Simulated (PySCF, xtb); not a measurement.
MoF5, SMILES [F][Mo+]([F])([F])([F])[F], charge +1, multiplicity 1.

Harmonic wavenumbers (cm⁻¹) from GFN2-xTB run with xtb at its own minimum, in rising order: 126, 127, 254, 255, 306, 331, 331, 542, 617, 623, 624, 732.

Task: What does PBE0-D3(BJ)/def2-SVP (PySCF) give at its own minimum? (The exact figures need the calculation; the answer reports its results.)

Result: 100, 100, 235, 235, 291, 328, 328, 737, 811, 833, 852, 852. Paired by order, the mean absolute difference is 88 cm⁻¹ and the zero-point energies are 7.0 and 8.2 kcal/mol.
